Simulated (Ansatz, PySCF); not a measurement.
Lewis adduct: BH3 (SMILES B) (first 4 atoms) with PH3 (SMILES P); geometry from B3LYP-D3(BJ)/def2-TZVP, rigid monomers moved along the line of their centres of mass till B1···P5 is 1.74 Å.
(charge 0, multiplicity 1):
```xyz
8

B     -0.0303    -0.0774     0.6721
H      1.0967    -0.4211     0.4177
H     -0.8416    -0.9688     0.6552
H     -0.3837     0.9320     0.1159
P      0.0459     0.3792     2.3460
H     -1.1341     0.8370     2.9591
H      0.4369    -0.5980     3.2788
H      0.9220     1.4186     2.7067
```

Quantity: the interaction energy.

Counterpoise-corrected where a basis set is named; no monomer relaxation.

Correlated levels freeze the cores. CBS(a, b) extrapolates the correlation energy as X⁻³ and adds the Hartree–Fock energy of set b.

Run with Ansatz (Gaussian basis) for Hartree–Fock, density functionals and correlated methods; PySCF for the dispersion terms. Values without a source in brackets are computed.

Costs are ratios of core time to PBE/def2-TZVPPD (roughly 5 s), for whole runs (searches for the state included, and forces where a run took them) on one shared machine, so rough; each difference counts from -29.78 kcal/mol (CCSD(T)/CBS(aug-cc-pV(D+d)Z, aug-cc-pV(T+d)Z), a level with limits of its own).

A star marks coupled-cluster runs past 200 virtual orbitals, where the program's memory plan changes under this machine's limit, so their costs aren't comparable with smaller runs.

```csv
level,basis functions,cost,difference (kcal/mol)
PBE/def2-TZVPPD,187,×1,-7.34
PBE-D3(BJ)/def2-TZVPPD,187,×1,-8.93
r2SCAN/def2-TZVPPD,187,×1,-7.43
r2SCAN-D3(BJ)/def2-TZVPPD,187,×1,-7.86
PBE0/def2-TZVPPD,187,×2,-6.62
PBE0-D3(BJ)/def2-TZVPPD,187,×2,-8.01
B3LYP/def2-TZVPPD,187,×2,1.34
B3LYP-D3(BJ)/def2-TZVPPD,187,×2,-1.52
wB97X-V/def2-TZVPPD,187,×3,-2.18
wB97M-V/def2-TZVPPD,187,×3,-1.56
CCSD(T)/aug-cc-pV(D+d)Z,109,×4,8.66
CCSD(T)/aug-cc-pV(T+d)Z,239,×60*,1.99
```

The cheapest listed level whose difference stays within 0.25 kcal/mol: none of those listed.

Ansatz is a quantum-chemistry and plane-wave program.
